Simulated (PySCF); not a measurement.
trisilylphosphine (H9PSi3), singlet, at a GFN2-xTB geometry; SVWN5/6-31G, polarisability in PySCF.

The PySCF input:
```python
from pyscf import gto, scf, dft
from pyscf.prop import polarizability

mol = gto.M(
    atom='''
Si   -0.729491    1.820910   -0.425070
P     0.195150   -0.176418   -0.736043
Si    1.859553   -0.164536    0.737256
Si   -1.277170   -1.523061    0.243212
H     0.234209    2.811643   -0.897645
H    -1.052618    2.081124    0.981093
H    -1.954174    1.845841   -1.221015
H     2.832435    0.819154    0.268804
H     2.424216   -1.511793    0.744622
H     1.415051    0.188755    2.088930
H    -0.688960   -2.860097    0.245967
H    -2.493549   -1.476221   -0.564187
H    -1.584359   -1.118518    1.618492
''',
    basis='6-31g',
    charge=0,
    spin=0,
    verbose=3,
)

mf = dft.RKS(mol)
mf.xc = 'lda,vwn'
mf.kernel()
alpha = mf.Polarizability().polarizability()[2, 2]
print('alpha_zz =', alpha)
```

Question: What does PySCF print? Leave out banner, timings and long lists.

Answer: 
```
site-packages/pyscf/prop/efg/rhf.py:45: UserWarning: Module EFG is under testing
  warnings.warn('Module EFG is under testing')
site-packages/pyscf/prop/efg/dhf.py:30: UserWarning: Module EFG is under testing
  warnings.warn('Module EFG is under testing')
site-packages/pyscf/prop/zfs/uhf.py:40: UserWarning: Module ZFS is under testing
  warnings.warn('Module ZFS is under testing')
site-packages/pyscf/prop/gtensor/uhf.py:43: UserWarning: Module g-tensor is under testing
  warnings.warn('Module g-tensor is under testing')
site-packages/pyscf/prop/gtensor/uks.py:41: UserWarning: Module g-tensor is under testing
  warnings.warn('Module g-tensor is under testing')
site-packages/pyscf/prop/hfc/uks.py:35: UserWarning: Module HFC is under testing
  warnings.warn('Module HFC is under testing')
site-packages/pyscf/prop/magnetizability/rhf.py:39: UserWarning: Module magnetizability is under testing
  warnings.warn('Module magnetizability is under testing')
site-packages/pyscf/prop/magnetizability/uhf.py:37: UserWarning: Module magnetizability is under testing
  warnings.warn('Module magnetizability is under testing')
site-packages/pyscf/prop/magnetizability/rks.py:37: UserWarning: Module magnetizability is under testing
  warnings.warn('Module magnetizability is under testing')
site-packages/pyscf/prop/magnetizability/uks.py:39: UserWarning: Module magnetizability is under testing
  warnings.warn('Module magnetizability is under testing')
site-packages/pyscf/prop/polarizability/uhf.py:34: UserWarning: Module polarizability is under testing
  warnings.warn('Module polarizability is under testing')
site-packages/pyscf/prop/polarizability/rks.py:29: UserWarning: Module polarizability is under testing
  warnings.warn('Module polarizability is under testing')
site-packages/pyscf/prop/polarizability/uks.py:29: UserWarning: Module polarizability is under testing
  warnings.warn('Module polarizability is under testing')
converged SCF energy = -1210.22906222568
alpha_zz = 81.53023470225304
```
